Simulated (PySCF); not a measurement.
Electron affinity of Ge by level of theory

Ge⁻ [Ar] 3d10 4s2 4p3 (4S) → Ge [Ar] 3d10 4s2 4p2 (3P), as a difference of total energies. All numbers are calculated (PySCF 2.14, a scalar-relativistic core potential, in aug-cc-pwCVDZ-PP with ECP10MDF). Correlated levels: valence: 3s2 3p6 3d10 frozen. The calculations carry no spin-orbit coupling.

```json
{"method": "UHF", "electron affinity (eV)": "0.843"}
{"method": "MP2 (valence)", "electron affinity (eV)": "1.236"}
{"method": "SCS-MP2 (valence)", "electron affinity (eV)": "1.082"}
{"method": "CCSD (valence)", "electron affinity (eV)": "1.207"}
{"method": "CCSD(T) (valence)", "electron affinity (eV)": "1.235"}
```

**Question.** How much does correlation contribute at CCSD(T) (valence)?

**Answer.** 1.235 − (0.843) = 0.392 eV, measured against UHF.

The reference lies between the lowest fine-structure levels, while these numbers refer to the centres of the terms.

Errors of the correlated levels include the incompleteness of this basis and the frozen core.

For comparison: 1.233 eV (measured; photodetachment measurements, as compiled on the Wikipedia data page of electron affinities).
